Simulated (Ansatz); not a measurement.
Molecule: C3H10GeN, net charge 0, doublet state. It need not be the lowest isomer of its formula. 
Structure (B3LYP-D3(BJ)/def2-TZVP (Ansatz, an electronic-structure program) minimum search):
SMILES: C[CH][N](C)[GeH3]
```xyz
15

C     -2.3186    -0.2983    -0.5873
C     -1.3384     0.7974    -0.8106
N     -0.1310     0.8209    -0.1282
C      0.7163     1.9751    -0.3923
Ge     0.7007    -0.7495     0.4360
H     -2.6813    -0.3485     0.4518
H     -3.1875    -0.1551    -1.2297
H     -1.9066    -1.2871    -0.8210
H     -1.6943     1.7652    -1.1439
H      0.1441     2.8939    -0.2349
H      1.5650     1.9876     0.2909
H      1.0977     1.9882    -1.4214
H      1.9307    -0.2831     1.2280
H     -0.2666    -1.5406     1.3256
H      1.1390    -1.6282    -0.7596
```
Charge 0, spin multiplicity 2.

Computed values are from Ansatz. Valence correlation only, unless marked. UHF or UKS for open shells. Spin-orbit coupling is left out. Frozen are the shells of the preceding noble gas and the d and f shells that filled before the atom's block. Non-relativistic. CBS(X,Y): correlation extrapolated as X^-3; Hartree-Fock from the larger set.

Task: What is the total energy at CCSD(T)/CBS(cc-pVTZ,cc-pVQZ)?

Result: -2250.3208 Eh.

Task: What is the T1 diagnostic at CCSD/cc-pVQZ?

Result: 0.015.

Task: What is the dipole moment at CCSD(T)/aug-cc-pVDZ?

Result: 0.69 D.

Task: What is the atomisation energy De at CCSD(T)/CBS(cc-pVTZ,cc-pVQZ)?

Result: 1247.7 kcal/mol.
